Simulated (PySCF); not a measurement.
Ta⁺ (tantalum, charge +1) across methods

[Xe] 4f14 5d4, high-spin 5D determinant (an excited configuration). Computed with PySCF 2.14 in aug-cc-pVTZ-PP with ECP60MDF (6s6p5d3f2g, 88 functions), with a scalar-relativistic core potential.

| method | E (hartree) | mean ε 5p α (eV) | mean ε 5p β (eV) | mean ε 5d α (eV) | Σ⟨r²⟩ (bohr²) | ⟨S²⟩ |
| --- | --- | --- | --- | --- | --- | --- |
| TPSSh | -56.9641 | -45.949 | -43.467 | -10.269 | 37.22 | 6.001 |
| UHF | -56.47570 | -55.076 | -49.666 | -13.896 | 36.76 | 6.005 |
| PBE | -56.9970 | -44.598 | -42.537 | -9.942 | 37.50 | 6.001 |
| LC-wPBE | -56.9945 | -49.884 | -47.247 | -13.532 | 36.63 | 6.003 |
| r2SCAN | -57.0008 | -45.788 | -43.080 | -10.068 | 37.00 | 6.002 |
| HSE06 | -56.9688 | -46.978 | -44.163 | -10.642 | 37.13 | 6.002 |
| LDA | -56.8191 | -44.597 | -42.609 | -10.042 | 37.80 | 6.000 |
| TPSS | -56.9730 | -44.865 | -42.682 | -9.822 | 37.39 | 6.001 |
| PBE0 | -56.9695 | -47.379 | -44.555 | -11.045 | 37.07 | 6.002 |

Energies and moments cover only the electrons outside the core potential. Spin-orbit coupling, absent here, splits the open shell strongly.
